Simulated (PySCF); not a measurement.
PySCF job for C2H5BBrN, SMILES C=CB(N)Br, PBE-D3(BJ)/def2-SVP. The structure is a stationary point at PBE-D3(BJ)/def2-SVP. This is a generated structure with no PubChem entry under its InChIKey; it may be hypothetical. Other conformers were not sampled.

```python
import numpy as np
from pyscf import gto, scf, dft, df
from pyscf.hessian import thermo

mol = gto.M(
    atom='''
    B    -0.52967532    0.22900753   -0.32203580
    Br    1.00429739    0.04929512    0.87868475
    C    -0.57977831   -0.65016101   -1.61214516
    C    -1.72630716   -1.06977718   -2.19030901
    H     0.37441642   -0.99078808   -2.05283135
    H    -1.73801871   -1.71394791   -3.08590830
    H    -2.71621584   -0.80376356   -1.77794542
    N    -1.53361177    1.13642459    0.03651223
    H    -1.51605968    1.67842279    0.90011962
    H    -2.33435917    1.32436719   -0.56808253
    ''',
    basis='def2-SVP',
    charge=0,
    spin=0,
    max_memory=1600,
    verbose=3,
)
mf = dft.RKS(mol, xc='pbe').density_fit(auxbasis='def2-universal-jkfit')
mf.disp = 'd3bj'
mf.grids.level = 3
mf.conv_tol = 1e-11
mf.max_cycle = 100
mf.kernel()

# [left out here: the lines that compute and print the analytic Hessian (its translational invariance restored by hand, since the grid's response is missing), thermochemistry and intensities]
```

Program output:

```
converged SCF energy = -2732.02786234934

WARN: DFTD3 does not support analytical Hessian, using finite difference


WARN: Mole.unit (angstrom) is changed to Bohr

Mode                                 0                   1                   2
Irrep
Freq [cm^-1]                       76.0849            183.3521            265.1029
Reduced mass [au]                   2.4371              3.2008              3.0970
Force const [Dyne/A]                0.0083              0.0634              0.1282
Char temp [K]                     109.4692            263.8029            381.4240
Normal mode                   x     y     z       x     y     z       x     y     z
       0   B                 0.02  0.06 -0.03   -0.06  0.05  0.06    0.01  0.07  0.02
       1  Br                -0.01 -0.02 -0.00   -0.01 -0.01 -0.03    0.00 -0.02 -0.02
       2   C                 0.03  0.12 -0.06    0.00 -0.01  0.10    0.08  0.02  0.07
       3   C                 0.03 -0.11  0.10    0.10 -0.06 -0.05    0.04  0.08  0.11
       4   H                 0.04  0.33 -0.21    0.06 -0.04  0.25    0.07 -0.12  0.14
       5   H                 0.03 -0.08  0.08    0.26 -0.13  0.00   -0.05 -0.02  0.19
       6   H                 0.04 -0.33  0.27    0.03 -0.04 -0.23    0.08  0.24  0.10
       7   N                 0.01  0.05 -0.00   -0.02  0.10  0.08   -0.11 -0.02 -0.07
       8   H                -0.02 -0.00  0.03    0.05  0.11  0.07   -0.27 -0.01 -0.07
       9   H                 0.03  0.08 -0.02   -0.05  0.11  0.12   -0.05 -0.11 -0.16
Mode                                 3                   4                   5
Irrep
Freq [cm^-1]                      301.9261            393.1032            494.1006
Reduced mass [au]                   2.8510              2.4162              1.2626
Force const [Dyne/A]                0.1531              0.2200              0.1816
Char temp [K]                     434.4045            565.5880            710.9007
Normal mode                   x     y     z       x     y     z       x     y     z
       0   B                -0.07 -0.02  0.07    0.02  0.13 -0.10   -0.02  0.00 -0.02
       1  Br                 0.04 -0.01  0.02    0.03 -0.01  0.03    0.01  0.00  0.00
       2   C                -0.08  0.03  0.03   -0.05  0.03 -0.06    0.01  0.02 -0.04
       3   C                -0.02 -0.02 -0.06   -0.04 -0.05 -0.04   -0.00 -0.01 -0.00
       4   H                -0.05  0.21 -0.04   -0.07 -0.22  0.09    0.01 -0.08  0.03
       5   H                 0.10  0.13 -0.16    0.01 -0.33  0.16   -0.02 -0.13  0.08
       6   H                -0.07 -0.23 -0.04   -0.07  0.14 -0.24    0.01  0.09 -0.03
       7   N                -0.09  0.04 -0.09   -0.05  0.01  0.01   -0.07 -0.07  0.06
       8   H                -0.20  0.17 -0.17   -0.12 -0.13  0.09    0.23  0.30 -0.18
       9   H                -0.01 -0.05 -0.23   -0.16 -0.10  0.11    0.36  0.58 -0.31
Mode                                 6                   7                   8
Irrep
Freq [cm^-1]                      562.4645            593.8701            650.3008
Reduced mass [au]                   1.3104              2.1366              2.1953
Force const [Dyne/A]                0.2443              0.4440              0.5470
Char temp [K]                     809.2612            854.4468            935.6380
Normal mode                   x     y     z       x     y     z       x     y     z
       0   B                -0.09 -0.07  0.02   -0.12 -0.01 -0.06    0.07  0.13 -0.08
       1  Br                 0.01  0.00  0.00    0.02 -0.00  0.01   -0.00 -0.00  0.00
       2   C                 0.02 -0.01 -0.04    0.08 -0.08 -0.06   -0.01 -0.12  0.08
       3   C                 0.00 -0.01  0.00    0.01  0.01  0.01   -0.01  0.00 -0.02
       4   H                 0.03 -0.06  0.01    0.10  0.03 -0.09   -0.01  0.11 -0.12
       5   H                -0.07 -0.07  0.04   -0.21  0.11 -0.06    0.01  0.35 -0.27
       6   H                 0.04  0.09  0.03    0.11  0.05  0.22   -0.01 -0.21  0.12
       7   N                 0.00  0.06 -0.02   -0.08  0.07  0.00   -0.04 -0.01  0.02
       8   H                -0.32 -0.54  0.37    0.26  0.16 -0.06   -0.09 -0.18  0.14
       9   H                 0.15  0.38 -0.12   -0.31  0.02  0.30    0.09  0.24 -0.07
Mode                                 9                  10                  11
Irrep
Freq [cm^-1]                      804.2528            937.6669            994.2856
Reduced mass [au]                   1.7616              1.3560              1.2794
Force const [Dyne/A]                0.6713              0.7024              0.7452
Char temp [K]                    1157.1407           1349.0939           1430.5556
Normal mode                   x     y     z       x     y     z       x     y     z
       0   B                -0.04 -0.03 -0.08    0.00  0.00 -0.00   -0.01  0.02 -0.03
       1  Br                 0.00 -0.00  0.00   -0.00  0.00 -0.00    0.00 -0.00  0.00
       2   C                -0.04  0.06  0.08   -0.00 -0.04  0.03   -0.06  0.02  0.06
       3   C                 0.01  0.04  0.05   -0.00  0.12 -0.09    0.02 -0.05 -0.07
       4   H                -0.04  0.06  0.10    0.00  0.00  0.01    0.22  0.44  0.33
       5   H                 0.28  0.03  0.05   -0.01 -0.48  0.34   -0.45 -0.10 -0.02
       6   H                -0.09 -0.09 -0.12    0.03 -0.49  0.37    0.23  0.31  0.21
       7   N                -0.00 -0.06 -0.09   -0.00  0.00  0.00    0.03 -0.04 -0.02
       8   H                 0.43 -0.27  0.04    0.00 -0.01  0.01    0.06 -0.07 -0.00
       9   H                -0.16  0.25  0.23    0.00  0.00  0.00    0.04 -0.02 -0.02
Mode                                12                  13                  14
Irrep
Freq [cm^-1]                     1013.0711           1048.9391           1251.5793
Reduced mass [au]                   1.1047              2.5874              1.3914
Force const [Dyne/A]                0.6680              1.6773              1.2842
Char temp [K]                    1457.5838           1509.1898           1800.7440
Normal mode                   x     y     z       x     y     z       x     y     z
       0   B                -0.01  0.00 -0.01   -0.13 -0.03 -0.17   -0.04 -0.00 -0.03
       1  Br                 0.00  0.00  0.00    0.00  0.00  0.01    0.00  0.00  0.00
       2   C                -0.01  0.08 -0.03   -0.01 -0.01  0.02   -0.07  0.04  0.06
       3   C                 0.01 -0.02 -0.01    0.01  0.04  0.05    0.10 -0.02 -0.02
       4   H                 0.03 -0.54  0.53    0.08  0.12  0.12   -0.45 -0.31 -0.46
       5   H                -0.11  0.27 -0.22    0.20  0.05  0.04   -0.05 -0.01 -0.01
       6   H                 0.07 -0.30  0.32   -0.05 -0.05 -0.05    0.28  0.19  0.24
       7   N                 0.01 -0.01 -0.00    0.06 -0.00  0.06    0.01 -0.00  0.01
       8   H                 0.01 -0.01 -0.00   -0.26  0.14 -0.04   -0.01  0.01 -0.00
       9   H                 0.01 -0.02 -0.01    0.19 -0.27 -0.21    0.04 -0.05 -0.04
Mode                                15                  16                  17
Irrep
Freq [cm^-1]                     1335.3586           1396.6918           1536.2577
Reduced mass [au]                   1.9658              1.4079              1.5287
Force const [Dyne/A]                2.0653              1.6182              2.1256
Char temp [K]                    1921.2837           2009.5285           2210.3328
Normal mode                   x     y     z       x     y     z       x     y     z
       0   B                 0.13 -0.13 -0.07   -0.05  0.08  0.07   -0.07  0.07  0.04
       1  Br                -0.00  0.00 -0.00    0.00 -0.00 -0.00    0.00 -0.00  0.00
       2   C                -0.06 -0.00 -0.01   -0.04 -0.05 -0.08    0.01 -0.01 -0.01
       3   C                 0.01  0.00  0.00   -0.03  0.00  0.00   -0.01 -0.00 -0.00
       4   H                 0.03  0.09  0.13    0.07  0.05  0.08   -0.00 -0.03 -0.04
       5   H                 0.31 -0.00  0.02    0.59  0.01  0.00    0.02  0.00 -0.01
       6   H                 0.16  0.18  0.22    0.21  0.26  0.36   -0.00 -0.00  0.02
       7   N                -0.05  0.05  0.02    0.02 -0.02 -0.01    0.09 -0.08 -0.03
       8   H                -0.30  0.18 -0.04    0.19 -0.11  0.03   -0.47  0.20 -0.20
       9   H                -0.16  0.22  0.19    0.07 -0.12 -0.10   -0.14  0.36  0.41
Mode                                18                  19                  20
Irrep
Freq [cm^-1]                     1631.2524           3048.8594           3080.6523
Reduced mass [au]                   5.0612              1.0598              1.0907
Force const [Dyne/A]                7.9350              5.8043              6.0985
Char temp [K]                    2347.0090           4386.6299           4432.3727
Normal mode                   x     y     z       x     y     z       x     y     z
       0   B                 0.01  0.02  0.03   -0.00  0.00  0.00    0.00  0.00  0.00
       1  Br                -0.00  0.00  0.00   -0.00 -0.00 -0.00   -0.00 -0.00 -0.00
       2   C                -0.14 -0.08 -0.11   -0.00  0.01  0.01    0.07 -0.02 -0.03
       3   C                 0.15  0.06  0.08   -0.06 -0.02 -0.02   -0.02  0.00  0.01
       4   H                -0.01  0.07  0.12    0.09 -0.03 -0.04   -0.81  0.29  0.38
       5   H                -0.17  0.07  0.10   -0.01  0.36  0.50   -0.00 -0.03 -0.04
       6   H                -0.00 -0.15 -0.19    0.65 -0.19 -0.29    0.15 -0.04 -0.06
       7   N                 0.00 -0.01 -0.00    0.00 -0.00 -0.00   -0.00  0.00 -0.00
       8   H                 0.00 -0.01  0.00    0.00 -0.00  0.00    0.00 -0.00 -0.00
       9   H                -0.00  0.03  0.01    0.00 -0.00  0.00    0.00 -0.00  0.00
Mode                                21                  22                  23
Irrep
Freq [cm^-1]                     3140.6471           3509.6680           3618.7010
Reduced mass [au]                   1.1157              1.0498              1.0987
Force const [Dyne/A]                6.4840              7.6189              8.4767
Char temp [K]                    4518.6919           5049.6308           5206.5050
Normal mode                   x     y     z       x     y     z       x     y     z
       0   B                 0.00  0.00  0.00    0.00 -0.00 -0.00   -0.00  0.00 -0.00
       1  Br                -0.00  0.00 -0.00    0.00 -0.00  0.00    0.00  0.00  0.00
       2   C                 0.01 -0.00 -0.00   -0.00 -0.00 -0.00    0.00  0.00  0.00
       3   C                 0.04 -0.05 -0.07    0.00 -0.00 -0.00    0.00  0.00 -0.00
       4   H                -0.13  0.05  0.06    0.00  0.00 -0.00   -0.00 -0.00  0.00
       5   H                 0.01  0.42  0.59   -0.00  0.00  0.00   -0.00  0.00  0.00
       6   H                -0.52  0.14  0.21   -0.00  0.00  0.00   -0.00  0.00  0.00
       7   N                -0.00  0.00  0.00   -0.04  0.04  0.01   -0.03 -0.02 -0.07
       8   H                -0.00 -0.00 -0.00   -0.02 -0.33 -0.54    0.01  0.39  0.61
       9   H                -0.00  0.00 -0.00    0.58 -0.13  0.44    0.48 -0.12  0.36
temperature 298.1500 [K]
pressure 101325.00 [Pa]
Rotational constants [GHz] 6.71322 1.60470 1.31249
Symmetry number 1
Zero-point energy (ZPE) 0.07260 [Eh]   190614.095 [J/mol]
                           tot       elec      trans        rot        vib
Entropy [J/mol/K]       339.378      0.000    169.810    115.150     54.418
Cv [J/mol/K]             90.885      0.000     12.472     12.472     65.941
Cp [J/mol/K]             99.199      0.000     20.786     12.472     65.941
Internal energy [J/mol]                      3718.434   3718.434 199911.765
Internal energy [Eh]   -2731.94889  -2732.02786
Enthalpy [J/mol]                             6197.391   3718.434 199911.765
Enthalpy [Eh]          -2731.94794
Gibbs free energy [J/mol]                  -44431.445 -30613.521 183687.060
Gibbs free energy [Eh] -2731.98648
mode   freq/cm-1   IR/(km/mol)
   1       76.08         0.628
   2      183.35         0.959
   3      265.10         0.750
   4      301.93         3.931
   5      393.10        15.964
   6      494.10       114.051
   7      562.46        25.244
   8      593.87        18.450
   9      650.30        14.441
  10      804.25         4.993
  11      937.67        28.668
  12      994.29         4.690
  13     1013.07         9.336
  14     1048.94       199.059
  15     1251.58        11.199
  16     1335.36        41.042
  17     1396.69        30.662
  18     1536.26       166.689
  19     1631.25        27.976
  20     3048.86        15.325
  21     3080.65         2.061
  22     3140.65        12.919
  23     3509.67        36.884
  24     3618.70        32.857
max |gradient| / (hartree/bohr): 4.815380351766423e-05
APT charges: [ 0.9394 -0.4276 -0.2961 -0.0166  0.0296  0.023   0.016  -0.6656  0.2107
  0.1872]
```

The calculation finished and met its thresholds.
